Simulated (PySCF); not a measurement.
# SMILES CN[Si@@H]1S[SiH2][Si@@H]1[SiH3], CH11NSSi4

Molfile (atoms numbered from 1):
```
CH11NSSi4
     RDKit          3D

 18 18  0  0  0  0  0  0  0  0999 V2000
    2.4945    0.9280    0.0884 C   0  0  0  0  0  0  0  0  0  0  0  0
    1.7033    0.0947   -0.7816 N   0  0  0  0  0  0  0  0  0  0  0  0
    0.8583   -1.2789   -0.1915 Si  0  0  2  0  0  4  0  0  0  0  0  0
   -0.1494   -2.1319   -1.9310 S   0  0  0  0  0  0  0  0  0  0  0  0
   -2.1109   -1.5640   -1.1971 Si  0  0  0  0  0  4  0  0  0  0  0  0
   -1.1831   -0.5789    0.7281 Si  0  0  2  0  0  4  0  0  0  0  0  0
   -1.5299    1.6687    1.1939 Si  0  0  0  0  0  4  0  0  0  0  0  0
    2.5982    1.9270   -0.3374 H   0  0  0  0  0  0  0  0  0  0  0  0
    1.9867    1.0080    1.0481 H   0  0  0  0  0  0  0  0  0  0  0  0
    3.4954    0.5211    0.2675 H   0  0  0  0  0  0  0  0  0  0  0  0
    2.0861    0.0470   -1.7150 H   0  0  0  0  0  0  0  0  0  0  0  0
    1.7160   -2.3601    0.3168 H   0  0  0  0  0  0  0  0  0  0  0  0
   -2.7146   -0.6999   -2.2088 H   0  0  0  0  0  0  0  0  0  0  0  0
   -2.9011   -2.7909   -1.1504 H   0  0  0  0  0  0  0  0  0  0  0  0
   -1.5260   -1.3823    1.9250 H   0  0  0  0  0  0  0  0  0  0  0  0
   -2.8436    1.9029    1.7984 H   0  0  0  0  0  0  0  0  0  0  0  0
   -1.4476    2.5014   -0.0061 H   0  0  0  0  0  0  0  0  0  0  0  0
   -0.5412    2.1943    2.1411 H   0  0  0  0  0  0  0  0  0  0  0  0
  1  2  1  0
  2  3  1  0
  3  4  1  0
  4  5  1  0
  5  6  1  0
  6  7  1  0
  6  3  1  0
  1  8  1  0
  1  9  1  0
  1 10  1  0
  2 11  1  0
  3 12  1  1
  5 13  1  0
  5 14  1  0
  6 15  1  1
  7 16  1  0
  7 17  1  0
  7 18  1  0
M  END
```

Computed with TDDFT CAM-B3LYP/def2-SVPD circular dichroism and optical rotation, one conformer, gas phase (PySCF). Geometry: GFN2-xTB.

The molecule is flexible and this is one conformer; a measurement averages over conformers.

Problem. Draw the ECD and absorption spectra from the lowest 12 states, each a Gaussian of half-width 0.25 eV at 1/e height.

Solution. 
```tsv
E (eV)	λ (nm)	Δε (L mol⁻¹ cm⁻¹)	ε (L mol⁻¹ cm⁻¹)
4.65	267	+0.29	28
4.80	258	+2.22	227
4.95	251	+7.91	939
5.10	243	+11.91	2060
5.25	236	+3.36	2540
5.40	230	-10.31	1940
5.55	224	-13.13	1160
5.70	218	-2.83	1150
5.85	212	+6.87	2290
6.00	207	+2.55	5430
6.15	202	-8.29	10200
6.30	197	-6.84	12900
6.45	192	+6.83	11000
```
Δε uses R in velocity form, ε uses f in length form. Only the states computed contribute, so the short-wavelength end is incomplete.
